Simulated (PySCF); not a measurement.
Vertical excitations of a molecule C₂H₅F₃Si from TDA-B3LYP/def2-SVPD in PySCF, as energy in eV (oscillator strength): 8.37 (0.024), 9.12 (0.108), 9.15 (0.000), 9.72 (0.018), 9.77 (0.005), 9.88 (0.023), 9.95 (0.002), 10.18 (0.024), 10.32 (0.034), 10.49 (0.054). Lowest triplet (TDA): 8.10 eV. The structure is a stationary point at PBE0-D3(BJ)/def2-SVP. The values are those of a single conformer.

Task: Which molecule gave these data?
A. C[SiH2]C(F)(F)F
B. CC(F)(F)[SiH2]F
C. C[C@@H](F)[SiH](F)F
D. CC[Si](F)(F)F

Result: D, CC[Si](F)(F)F
